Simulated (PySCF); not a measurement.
Species: C₆H₁₀O.
Numbering: `[CH2:1]=[CH:2][C:3](=[CH2:4])[CH2:5][O:6][CH3:7]` (hydrogens: H8, H9 on C1; H10 on C2; H11, H12 on C4; H13, H14 on C5; H15, H16, H17 on C7)

The same species was optimised twice, with GFN2-xTB and with PBE0-D3(BJ)/def2-SVP (PySCF), and the same property calculations (PySCF, gas phase) were run on both structures.

```tsv
coordinate	GFN2-xTB	PBE0-D3(BJ)/def2-SVP	change
C5–O6 (Å)	1.407	1.391	-0.016
C1=C2 (Å)	1.328	1.341	+0.013
C3=C4 (Å)	1.331	1.342	+0.011
O6–C7 (Å)	1.401	1.391	-0.010
C2–C3 (Å)	1.456	1.463	+0.007
C3–C5 (Å)	1.506	1.501	-0.005
C5–O6–C7 (°)	112.7	113.4	+0.7
C4–C3–C5 (°)	121.5	121.2	-0.3
C2–C3–C5 (°)	117.6	117.9	+0.3
C1–C2–C3 (°)	126.5	126.6	+0.1
C3–C5–O6 (°)	111.2	111.2	0.0
C2–C3–C4 (°)	120.9	121.0	+0.1
C1–C2–C3–C4 (°)	180	180	0
C2–C3–C5–O6 (°)	180	180	0
C3–C5–O6–C7 (°)	180	180	0
```

Rotational constants: A = 4999, B = 1556, C = 1205 MHz (GFN2-xTB) against A = 4974, B = 1556, C = 1203 MHz (PBE0-D3(BJ)/def2-SVP). Point groups within 0.08 Å: Cs and Cs. Atoms that the bonding makes alike are paired by their places after alignment.

On the GFN2-xTB structure: lowest singlet, TDDFT (eV) 5.94 [wB97X-D/def2-SVPD]; lowest triplet, Tamm–Dancoff (eV) 3.40 [wB97X-D/def2-SVPD]; isotropic polarisability (au) 81.5 [wB97X-D/def2-SVPD]; HOMO (eV) -8.54 [wB97X-D/def2-SVPD]; LUMO (eV) 0.97 [wB97X-D/def2-SVPD]; dipole (D) 1.22 [wB97X-D/def2-SVPD]; HOMO (eV) -6.75 [PBE0/pcSseg-1]; LUMO (eV) -0.73 [PBE0/pcSseg-1]; dipole (D) 1.27 [PBE0/pcSseg-1]; GIAO shielding of C1 (ppm) 70.6 [PBE0/pcSseg-1]; GIAO shielding of C2 (ppm) 41.1 [PBE0/pcSseg-1]; GIAO shielding of C3 (ppm) 37.6 [PBE0/pcSseg-1]; GIAO shielding of C4 (ppm) 62.3 [PBE0/pcSseg-1]; GIAO shielding of C5 (ppm) 111.2 [PBE0/pcSseg-1]; GIAO shielding of O6 (ppm) 321.7 [PBE0/pcSseg-1]; GIAO shielding of C7 (ppm) 125.7 [PBE0/pcSseg-1].

Question: What do these properties become on the PBE0-D3(BJ)/def2-SVP structure?

Answer: 
```json
{"property": "lowest singlet, TDDFT (eV)", "level": "wB97X-D/def2-SVPD", "on GFN2-xTB": "5.94", "on PBE0-D3(BJ)/def2-SVP": "5.84", "change": "-0.10"}
{"property": "lowest triplet, Tamm–Dancoff (eV)", "level": "wB97X-D/def2-SVPD", "on GFN2-xTB": "3.40", "on PBE0-D3(BJ)/def2-SVP": "3.31", "change": "-0.09"}
{"property": "isotropic polarisability (au)", "level": "wB97X-D/def2-SVPD", "on GFN2-xTB": "81.5", "on PBE0-D3(BJ)/def2-SVP": "82.9", "change": "+1.4"}
{"property": "HOMO (eV)", "level": "wB97X-D/def2-SVPD", "on GFN2-xTB": "-8.54", "on PBE0-D3(BJ)/def2-SVP": "-8.50", "change": "+0.04"}
{"property": "LUMO (eV)", "level": "wB97X-D/def2-SVPD", "on GFN2-xTB": "0.97", "on PBE0-D3(BJ)/def2-SVP": "0.90", "change": "-0.07"}
{"property": "dipole (D)", "level": "wB97X-D/def2-SVPD", "on GFN2-xTB": "1.22", "on PBE0-D3(BJ)/def2-SVP": "1.19", "change": "-0.03"}
{"property": "energy, GFN2-xTB geometry as zero (kcal/mol)", "level": "wB97X-D/def2-SVPD", "on GFN2-xTB": "0.0", "on PBE0-D3(BJ)/def2-SVP": "-0.6", "change": "-0.6"}
{"property": "HOMO (eV)", "level": "PBE0/pcSseg-1", "on GFN2-xTB": "-6.75", "on PBE0-D3(BJ)/def2-SVP": "-6.71", "change": "+0.04"}
{"property": "LUMO (eV)", "level": "PBE0/pcSseg-1", "on GFN2-xTB": "-0.73", "on PBE0-D3(BJ)/def2-SVP": "-0.79", "change": "-0.06"}
{"property": "dipole (D)", "level": "PBE0/pcSseg-1", "on GFN2-xTB": "1.27", "on PBE0-D3(BJ)/def2-SVP": "1.24", "change": "-0.03"}
{"property": "energy, GFN2-xTB geometry as zero (kcal/mol)", "level": "PBE0/pcSseg-1", "on GFN2-xTB": "0.0", "on PBE0-D3(BJ)/def2-SVP": "-0.2", "change": "-0.2"}
{"property": "GIAO shielding of C1 (ppm)", "level": "PBE0/pcSseg-1", "on GFN2-xTB": "70.6", "on PBE0-D3(BJ)/def2-SVP": "67.5", "change": "-3.1"}
{"property": "GIAO shielding of C2 (ppm)", "level": "PBE0/pcSseg-1", "on GFN2-xTB": "41.1", "on PBE0-D3(BJ)/def2-SVP": "38.7", "change": "-2.4"}
{"property": "GIAO shielding of C3 (ppm)", "level": "PBE0/pcSseg-1", "on GFN2-xTB": "37.6", "on PBE0-D3(BJ)/def2-SVP": "35.7", "change": "-1.9"}
{"property": "GIAO shielding of C4 (ppm)", "level": "PBE0/pcSseg-1", "on GFN2-xTB": "62.3", "on PBE0-D3(BJ)/def2-SVP": "59.5", "change": "-2.8"}
{"property": "GIAO shielding of C5 (ppm)", "level": "PBE0/pcSseg-1", "on GFN2-xTB": "111.2", "on PBE0-D3(BJ)/def2-SVP": "112.2", "change": "+1.0"}
{"property": "GIAO shielding of O6 (ppm)", "level": "PBE0/pcSseg-1", "on GFN2-xTB": "321.7", "on PBE0-D3(BJ)/def2-SVP": "324.3", "change": "+2.6"}
{"property": "GIAO shielding of C7 (ppm)", "level": "PBE0/pcSseg-1", "on GFN2-xTB": "125.7", "on PBE0-D3(BJ)/def2-SVP": "125.4", "change": "-0.3"}
```

The heavy atoms differ by 0.012 Å rms after alignment. Among bonds between heavy atoms C5–O6 changes most (-0.016 Å). Changes are differences of the printed values. Neither structure is proved a minimum here.

Conformer computed: `[CH2:1]=[CH:2][C:3](=[CH2:4])[CH2:5][O:6][CH3:7]`: C1–C2–C3–C4 180°, C2–C3–C5–O6 180°, C3–C5–O6–C7 180°.

wB97X-D is run here without its empirical dispersion term; that term would change no orbital, density or response property at a fixed geometry.
